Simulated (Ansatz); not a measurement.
Relaxation of C2H7AlO (11 atoms, charge 0, multiplicity 1), to a largest force component of 0.02 eV/Å in at most 50 steps.

Level of theory: UKS B3LYP/cc-pVDZ (Ansatz).

```xyz
11
Properties=species:S:1:pos:R:3
C -0.768 0.938 0.177
C -0.087 -0.344 0.368
O 0.805 -0.227 1.405
Al 0.979 -0.855 -1.293
H -1.540 0.889 -0.689
H -1.378 1.263 1.086
H -0.068 1.799 -0.054
H -0.781 -1.132 0.577
H 0.319 -0.247 2.304
H 2.044 0.093 -1.850
H 0.539 -2.234 -2.010
```

Question: Where does it end, and by what steps?

Answer: It converged. After 17 steps the energy has fallen by 0.753 eV; H9 moved furthest, 1.14 Å. Joined: O3–Al4.

```tsv
step	energy less start (eV)	largest force component (eV/Å)	accepted
0	0.0000	3.687	yes
1	-0.3499	1.312	yes
2	-0.4309	0.336	yes
3	-0.4502	0.301	yes
4	-0.4853	0.453	yes
5	-0.5303	0.479	yes
6	-0.6069	0.623	yes
7	-0.6498	0.902	yes
8	-0.6653	0.788	yes
9	-0.6944	0.498	yes
10	-0.7118	0.319	yes
11	-0.6766	2.027	no
12	-0.7330	0.385	yes
13	-0.7374	0.689	yes
14	-0.7356	0.411	no
15	-0.7513	0.118	yes
16	-0.7486	0.184	no
17	-0.7529	0.019	yes
```

```xyz
11
Properties=species:S:1:pos:R:3
C -0.959 1.171 0.224
C -0.430 -0.234 0.076
O 0.873 -0.372 0.907
Al 1.059 -0.890 -1.044
H -1.865 1.272 -0.398
H -1.237 1.417 1.265
H -0.234 1.924 -0.125
H -1.136 -0.984 0.463
H 0.764 -1.035 1.606
H 2.005 0.145 -1.788
H 1.225 -2.470 -1.165
```

Run time: 64 s on 2 threads of Arm Neoverse V1 (shared host), peak memory 0.25 GiB.
